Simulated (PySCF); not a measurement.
Isomers of C6H5NS. Method used: PBE0-D3(BJ)/def2-SVP geometry optimisation, gas phase in PySCF 2.14.0. Energies are electronic, without zero-point or thermal terms, for one conformer each. No frequencies were run at this level. Point groups hold within 0.08 Å.

Question: Order them by energy at this level, lowest first, and give relative energies in kcal/mol.
A. 3-methylthiophene-2-carbonitrile (`Cc1ccsc1C#N`)
B. `c1cc2sccc2[nH]1`

Answer: B (0.0), A (10.5).

As drawn, the lower has an N–H bond, which the higher lacks; the higher has a C≡N group, which the lower lacks.

```json
{"SMILES": "c1cc2sccc2[nH]1", "E (Eh)": "-683.78896", "E rel (kcal/mol)": "0.0", "dipole (D)": "2.68", "point group": "Cs", "A, B, C (MHz)": "4002, 1734, 1210"}
{"SMILES": "Cc1ccsc1C#N", "E (Eh)": "-683.77218", "E rel (kcal/mol)": "10.5", "dipole (D)": "4.67", "point group": "–", "A, B, C (MHz)": "2548, 1777, 1054"}
```
